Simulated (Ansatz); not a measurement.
HI$_{3}$OSi (SMILES O[Si](I)(I)I), singlet, at a GFN2-xTB geometry (core potentials on I); HF/def2-SV(P) in Ansatz (a first-principles code).

The Ansatz input:
Ansatz 0.2 input:
```yaml
crystal:
  periodic: [false, false, false]
  atoms:
    - {symbol: O, position_ang: [-1.23518230, 0.12481645, -1.79774118]}
    - {symbol: Si, position_ang: [-0.34120253, 0.03571532, -0.46899099]}
    - {symbol: I, position_ang: [-1.12968828, -1.81162505, 0.96029614]}
    - {symbol: I, position_ang: [1.91752099, -0.37755109, -1.31317568]}
    - {symbol: I, position_ang: [-0.47022087, 2.15562533, 0.78263744]}
    - {symbol: H, position_ang: [-2.17513365, 0.27964635, -1.82936541]}
basis:
  gaussian:
    orbitals: def2-SV_P_.json
hamiltonian:
  xc: hf
```
The basis file holds def2-SV(P) in the JSON format of the Basis Set Exchange.

Problem. Write the output that Ansatz gives for this input, abridged.

Solution. 
```
Functional definition: HF
1327 factors; integrals over basis functions are off by at most 5.3e-4 eV
mean field evaluation 1: about -34129.0749 eV, gradient 3.5e1 eV
mean field evaluation 2: about -34129.1929 eV, gradient 3.5e1 eV
mean field evaluation 4: about -34132.1002 eV, gradient 2.2e0 eV
mean field evaluation 8: about -34132.1362 eV, gradient 2.0e-1 eV
mean field evaluation 16: about -34132.1364 eV, gradient 1.3e-5 eV
mean field -34132.13641697 eV, -1254.3328777306 hartree, gradient 1.3e-5 eV, S^2 0.000000; 0 other end points of the search recorded, 0 dependent functions left out
reference -34132.13641697 eV, -1254.3328777306 hartree; 49, 49 occupied and 63, 63 virtual orbitals, 1327 factors
Total energy: -34132.13641697 eV, -1254.3328777306 hartree
```
